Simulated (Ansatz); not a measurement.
Consider the ligand exchange at the Si–O bond: `Cl[SiH](Cl)[O][GeH3]` + HI → `Cl[SiH](Cl)I` + `[OH][GeH3]`.

Program: Ansatz. Geometries: PBE0-D4/def2-TZVP. ΔE: electronic, gas phase. CCSD(T)/CBS adds triple-zeta CCSD(T) − MP2 to the extrapolated MP2 energy (def2 sets, frozen cores). def2 core potentials past Kr. For Ge, I outer-core shells are correlated without core-valence functions, which leaves a few kJ/mol of doubt a bond. Scalar relativity is left out up to krypton. One conformer a species, not always the lowest.

```json
{"species": "`Cl[SiH](Cl)[O][GeH3]`", "SCS-MP2/def2-QZVPP energy (Eh)": "-3362.10218"}
{"species": "HI", "SCS-MP2/def2-QZVPP energy (Eh)": "-297.84757"}
{"species": "`Cl[SiH](Cl)I`", "SCS-MP2/def2-QZVPP energy (Eh)": "-1506.52470"}
{"species": "`[OH][GeH3]`", "SCS-MP2/def2-QZVPP energy (Eh)": "-2153.40410"}
```

**Question.** Work out ΔE.

**Answer.** ΔE = (-1506.52470) + (-2153.40410) − (-3362.10218) − (-297.84757) = 0.02095 Eh = +13.1 kcal/mol. CCSD(T)/CBS gives +12.6 kcal/mol.

Largest T1 diagnostic among the species: 0.011.

Leaving LDA and LC-ωPBE aside and taking each functional with its dispersion term where it has one, the values, not all of them listed here, spread over 6.4 kcal/mol, from PBE-D4 to CAM-B3LYP-D4. LDA lies +2.3 kcal/mol from PBE without D4. From BLYP to BHLYP (50 % exact exchange), in def2-TZVPP and without D4, ΔE moves by +3.0 kcal/mol.
